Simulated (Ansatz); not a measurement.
`C[B](F)[AlH2]` + `C[NH][AlH2]` → `C[N]([AlH2])[AlH2]` + `CBF` at 700 K and 1 bar (cleavage of the Al–B bond).

Calculated with Ansatz (gas phase, PBE0-D4/def2-TZVP geometries, no zero-point term in ΔE). CBS: MP2 limit from def2 TZ/QZ plus the TZ coupled-cluster correction, frozen cores. This one scheme is used for every species.

| species | CCSD(T)/CBS energy (Eh) | H − E (kJ/mol) | S (J/(mol·K)) |
| --- | --- | --- | --- |
| `C[B](F)[AlH2]` | -407.68475 | 216.9 | 450.1 |
| `C[NH][AlH2]` | -338.38977 | 238.2 | 382.7 |
| `C[N]([AlH2])[AlH2]` | -581.02164 | 269.5 | 479.7 |
| `CBF` | -165.10297 | 181.4 | 343.0 |

H − E and S are ideal-gas, rigid-rotor, harmonic terms from PBE0-D4/def2-TZVP, for one conformer and one mirror image of each species. 1 Eh = 2625.50 kJ/mol, R = 8.31446 J/(mol·K).

Task: By hand: ΔE, ΔH, ΔS and ΔG.

Result: ΔE = (-581.02164) + (-165.10297) − (-407.68475) − (-338.38977) = -0.05009 Eh = -131.5 kJ/mol. Δ(H − E) = 269.5 + 181.4 − 216.9 − 238.2 = -4.2, so ΔH = -135.7 kJ/mol. ΔS = 479.7 + 343.0 − 450.1 − 382.7 = -10.1 J/(mol·K). ΔG = -135.7 − 700 × (-10.1)/1000 = -128.6 kJ/mol.

Task: By hand: the equilibrium constant, and the temperature at which ΔG would vanish if ΔH and ΔS stayed fixed.

Result: log₁₀ K = −ΔG/(RT ln 10) = 9.6. ΔG = 0 at ΔH/ΔS = 13436 K, far beyond where these terms or the molecules hold.

The number of gas molecules stays the same, so ΔS is small and ΔH decides. A doubt of 5 kJ/mol in ΔE shifts log₁₀ K by 0.4 here. Other conformers and mirror images would add mixing entropy, several J/(mol·K) or more a flexible species. Modes under 60 cm⁻¹, often nearly free rotors, make the harmonic entropy too high. These are equilibria of isolated gas molecules and say nothing of rates. Largest T1 diagnostic: 0.013 (customary marks: 0.02 for closed shells, 0.045 for open ones).
